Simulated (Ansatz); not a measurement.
Species: C5H9O (charge 0, doublet). It need not be the lowest isomer of its formula. SMILES: CC[CH]CC=O
Geometry from a B3LYP-D3(BJ)/def2-TZVP (Ansatz, a program for electronic structure) optimisation:
```
C
H 1 1.0833
C 1 1.4817 2 118.75
H 3 1.0959 1 112.29 2 -16.66
H 3 1.1031 4 104.89 1 121.59
C 1 1.4876 2 118.45 3 173.88
H 6 1.0934 1 109.84 2 -174.83
H 6 1.0997 7 106.15 1 118.58
C 3 1.5209 4 106.44 5 110.33
O 9 1.2013 3 125.73 4 127.87
H 9 1.1124 10 120.57 3 -179.14
C 6 1.5360 7 109.40 8 116.73
H 12 1.0895 6 110.30 7 61.78
H 12 1.0919 13 108.75 6 121.72
H 12 1.0921 13 108.24 14 116.98
```
Charge 0, spin multiplicity 2.

Property: atomisation energy (electronic, to ground-state atoms), in kJ/mol. Cores are frozen in the correlated levels unless marked. Open shells are spin-unrestricted. No spin-orbit coupling. Non-relativistic unless marked X2C. The coupled-cluster limit lacks core correlation, which all-electron functionals hold. CBS(X,Y): correlation extrapolated as X^-3; Hartree-Fock from the larger set. [CCSD(T)-MP2]/basis is that difference in the basis named.

| level | program | atomisation energy (kJ/mol) |
|---|---|---|
| PBE0/6-31G* | Ansatz | 6135.4 |
| PBE0/def2-SVP | Ansatz | 6187.4 |
| PBE0-D3(BJ)/def2-TZVPD | Ansatz + dftd3 | 6140.5 |
| PBE0-D4/def2-TZVPD | Ansatz + dftd4 | 6138.4 |

Question: What does RI-MP2/CBS(cc-pVTZ,cc-pVQZ)+[CCSD(T)-MP2]/cc-pVTZ (Ansatz) give?

Answer: 6075.2 kJ/mol, so PBE0-D4/def2-TZVPD differs from it by 63.2 kJ/mol.
